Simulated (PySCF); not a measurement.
Can point charges reproduce the dipole moment of `Cc1cccc2c([SiH3])nnn12`?

Coordinates (GFN2-xTB, Å) and charges (e) from the PBE0/pcSseg-1 density (PySCF):

```csv
atom,x,y,z,Mulliken,IAO,Hirshfeld,ESP-fitted
C1,-2.925,-0.834,-0.323,-0.1250,-0.4332,-0.1139,-0.4456
C2,-1.747,0.036,-0.059,+0.1976,+0.1269,+0.0740,-0.0154
C3,-1.782,1.363,0.252,-0.2138,-0.1910,-0.0635,-0.2235
C4,-0.594,2.095,0.475,+0.0310,-0.1440,-0.0444,-0.1505
C5,0.624,1.486,0.379,-0.1339,-0.1657,-0.0494,-0.2497
C6,0.664,0.122,0.061,+0.3807,+0.0495,+0.0247,-0.2064
C7,1.643,-0.862,-0.131,-0.2336,-0.2671,-0.1005,+0.1517
Si8,3.504,-0.748,-0.036,+0.5283,+0.6151,+0.3104,+0.3599
N9,0.998,-2.003,-0.422,-0.2312,-0.1618,-0.1290,-0.3172
N10,-0.276,-1.829,-0.432,-0.0518,-0.1546,-0.0893,-0.3545
N11,-0.525,-0.553,-0.144,-0.6183,+0.0664,+0.0601,+0.7287
H12,-2.931,-1.669,0.375,+0.1506,+0.1748,+0.0549,+0.1403
H13,-2.855,-1.255,-1.325,+0.1503,+0.1745,+0.0550,+0.1393
H14,-3.849,-0.271,-0.228,+0.1276,+0.1560,+0.0553,+0.1727
H15,-2.735,1.863,0.326,+0.0937,+0.1646,+0.0574,+0.1779
H16,-0.664,3.143,0.719,+0.0988,+0.1640,+0.0583,+0.1704
H17,1.550,2.014,0.536,+0.0961,+0.1691,+0.0619,+0.2027
H18,3.882,-0.403,1.340,-0.0871,-0.1233,-0.0795,-0.1022
H19,4.080,-2.024,-0.440,-0.0676,-0.0959,-0.0623,-0.0742
H20,3.933,0.339,-0.925,-0.0926,-0.1243,-0.0801,-0.1042
```

Q: What dipole does each set of charges give (1 e·Å = 4.803 D), and what does the density give?

A: The full density gives (-2.07, 3.88, 0.80) D, 4.47 D in size; dipole vectors point from the negative to the positive end.

```csv
scheme,μx,μy,μz,size (D),share of the full size (%),angle to the full dipole (°)
Mulliken,-1.85,3.76,0.78,4.26,95,2
IAO,-1.45,3.43,0.71,3.79,85,5
Hirshfeld,-1.88,2.21,0.42,2.94,66,12
ESP-fitted,-2.08,3.89,0.81,4.49,100,0
```

Q: Which set comes closest?

A: Length of the difference vector: ESP-fitted 0.02 D, Mulliken 0.26 D, IAO 0.77 D, Hirshfeld 1.72 D. Closest: ESP-fitted. ESP charges are fitted to the potential around the molecule, whose slowest-falling term is the dipole's. 

Q: What is left for the Hirshfeld atoms' own dipoles?

A: The Hirshfeld atoms' densities add up to the full density, so μ = Σ q r + Σ (atomic dipoles). The atomic dipoles sum to (-2.07, 3.88, 0.80) − (-1.88, 2.21, 0.42) = (-0.19, 1.67, 0.38) D, 1.72 D in size.

Q: With the origin at the mean of the coordinates, (0.000, 0.001, 0.000) Å, which are the largest single terms, by size, of the Hirshfeld dipole along the direction of the full one?

A: Si8 -3.40, N9 +1.41, H19 +1.11, H16 +0.89, H15 +0.81 D; all 20 atoms together +2.87 D. The single terms depend on the origin, their sum doesn't.

Q: Give the size of the full dipole in other units.

A: 4.47 D = 1.760 au = 0.932 e·Å = 14.93 × 10⁻³⁰ C·m.

Geometry: GFN2-xTB; no solvent, vibrations or thermal averaging.

These values come from a run that also computed NMR shieldings. Time: 52 s of wall time. Hardware: one thread, Arm Neoverse V2, on a shared host.
